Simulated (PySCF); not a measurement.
**A survey of ²⁹Si NMR shifts**

PySCF calculation with GIAO PBE0/pcSseg-1 shieldings and structure optimised with GFN2-xTB; non-relativistic Hamiltonian, one computed conformer, rapidly exchanging positions averaged, no solvent.

Shieldings were converted by a linear fit to measured shifts: ²⁹Si: δ = 279.94 − 0.822σ (rms 8.9 ppm, 72 shifts, 25.8 ppm with the 6 outliers that the fit left out vs TMS, solution or neat liquid). A few per cent of atoms miss by over 2 rms, more outside the fitted compound classes.

Task: Give the ²⁹Si shifts of `C=C[C@@H]1C=C[SiH2][SiH2]1`, `Cc1cn([SiH3])cn1`, `Cc1ccnn1[SiH3]`, `N#C[C@H]1C=C(C[SiH3])C1`, `CC[SiH2]O[SiH2][SiH2]F`.

Result: 
```json
{"compound": "[CH2:1]=[CH:2][C@@H:3]1[CH:4]=[CH:5][SiH2:6][SiH2:7]1", "environment": "Si7: silicon bonded to C, Si, 2 H, in a 5-membered ring", "δ (ppm)": "-61.1"}
{"compound": "[CH2:1]=[CH:2][C@@H:3]1[CH:4]=[CH:5][SiH2:6][SiH2:7]1", "environment": "Si6: silicon bonded to C, Si, 2 H, in a 5-membered ring", "δ (ppm)": "-65.4"}
{"compound": "Cc1cn([SiH3])cn1", "environment": "silicon bonded to N, 3 H", "δ (ppm)": "-53.3"}
{"compound": "Cc1ccnn1[SiH3]", "environment": "silicon bonded to N, 3 H", "δ (ppm)": "-48.7"}
{"compound": "N#C[C@H]1C=C(C[SiH3])C1", "environment": "silicon bonded to C, 3 H", "δ (ppm)": "-64.2"}
{"compound": "[CH3:1][CH2:2][SiH2:3][O:4][SiH2:5][SiH2:6][F:7]", "environment": "Si6: silicon bonded to F, Si, 2 H", "δ (ppm)": "-8.0"}
{"compound": "[CH3:1][CH2:2][SiH2:3][O:4][SiH2:5][SiH2:6][F:7]", "environment": "Si3: silicon bonded to C, O, 2 H", "δ (ppm)": "-20.1"}
{"compound": "[CH3:1][CH2:2][SiH2:3][O:4][SiH2:5][SiH2:6][F:7]", "environment": "Si5: silicon bonded to O, Si, 2 H", "δ (ppm)": "-39.0"}
```
